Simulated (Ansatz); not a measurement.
`[NH2][Nb]([NH2])(=[S])[Cl]` + H–F → `[NH2][Nb]([F])(=[S])[Cl]` + NH₃ at 700 K and 1 bar (ligand exchange at the Nb–N bond).

Computed with Ansatz on PBE0-D4/def2-TZVP structures; ΔE is electronic, products minus reactants. CCSD(T)/CBS is the MP2 limit (def2-TZVPP, def2-QZVPP) plus CCSD(T) − MP2 in def2-TZVPP, frozen cores. This one scheme is used for every species. Elements past krypton have def2 core potentials. For Nb outer-core shells are correlated without core-valence functions, which leaves a few kJ/mol of doubt a bond. Each species was taken in one conformer, which may not be the lowest.

```
                     species  CCSD(T)/CBS energy (Eh)  H − E (kJ/mol)  S (J/(mol·K))
`[NH2][Nb]([NH2])(=[S])[Cl]`              -1026.47008           223.0          500.6
                         H–F               -100.39570            45.2          198.5
  `[NH2][Nb]([F])(=[S])[Cl]`              -1070.38350           151.2          466.1
                         NH₃                -56.50880           116.9          226.5
```

H − E and S are ideal-gas, rigid-rotor, harmonic terms from PBE0-D4/def2-TZVP, for one conformer and one mirror image of each species. 1 Eh = 2625.50 kJ/mol, R = 8.31446 J/(mol·K).

Problem. By hand: ΔE, ΔH, ΔS and ΔG.

Solution. ΔE = (-1070.38350) + (-56.50880) − (-1026.47008) − (-100.39570) = -0.02652 Eh = -69.6 kJ/mol. Δ(H − E) = 151.2 + 116.9 − 223.0 − 45.2 = -0.1, so ΔH = -69.7 kJ/mol. ΔS = 466.1 + 226.5 − 500.6 − 198.5 = -6.5 J/(mol·K). ΔG = -69.7 − 700 × (-6.5)/1000 = -65.2 kJ/mol.

Problem. By hand: the equilibrium constant, and the temperature at which ΔG would vanish if ΔH and ΔS stayed fixed.

Solution. log₁₀ K = −ΔG/(RT ln 10) = 4.9. ΔG = 0 at ΔH/ΔS = 10723 K, far beyond where these terms or the molecules hold.

The number of gas molecules stays the same, so ΔS is small and ΔH decides. A doubt of 5 kJ/mol in ΔE shifts log₁₀ K by 0.4 here. Other conformers and mirror images would add mixing entropy, several J/(mol·K) or more a flexible species. These are equilibria of isolated gas molecules and say nothing of rates. Largest T1 diagnostic: 0.023 (customary marks: 0.02 for closed shells, 0.045 for open ones).
